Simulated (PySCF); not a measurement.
CH5AlO2Se, SMILES C[O][Al]([OH])[SeH]. Coordinates come from a r2SCAN-D4/def2-SVP optimisation. One conformer was computed; it need not be the lowest.

### Question
Give the equilibrium geometry at r2SCAN-D4/def2-SVP (PySCF confirms it by a frequency run) as Cartesian coordinates in Å. (The exact figures need the calculation; the answer reports its results.)

### Answer
Several could match; the one computed here: 
```xyz
10

Al     0.5315    -0.4293     0.0459
O      2.0070    -0.4837     0.8867
H      2.6798    -1.1678     0.8560
O     -0.0435    -1.5947    -1.0254
C      0.1840    -2.8152    -1.6539
H      0.1984    -2.6915    -2.7520
H      1.1453    -3.2786    -1.3574
H     -0.6205    -3.5334    -1.4127
Se    -0.8035     1.4064     0.4048
H      0.1944     1.9533     1.3388
```
